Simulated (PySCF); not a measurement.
**[NbF4]+ at several levels of theory**

All levels use the PBE0 minimum (singlet; Nb–F 1.787 Å (×4); F–Nb–F 109.5° (×6)), basis [Nb def2-SVP with ECP28, F def2-SVP], scalar-relativistic core potentials, density fitting, no spin–orbit coupling, PySCF. For vertical energies the ionised species is a doublet (spins chosen at PBE0 and kept) and the electron-attached one a doublet. Open shells are unrestricted, also as the reference of the correlated levels. A dash marks a value that was not computed or is not defined at that level.

| level | vertical IP (eV) | vertical EA (eV) | −ε(HOMO) (eV) | gap (eV) |
| --- | --- | --- | --- | --- |
| PBE0 | 22.41 | 7.46 | 19.86 | 9.62 |
| HF | 23.92 | 8.33 | 25.43 | 18.67 |
| MP2 | 23.12 | 6.77 | – | – |
| PBE | 21.36 | 6.73 | 17.66 | 6.83 |
| B3LYP | 22.26 | 7.35 | 19.47 | 9.05 |
| r2SCAN | 21.86 | 7.06 | 18.31 | 7.38 |
| TPSSh | 21.84 | 7.12 | 18.68 | 8.10 |

Spin contamination in at least one species weakens the values at: HF, MP2.
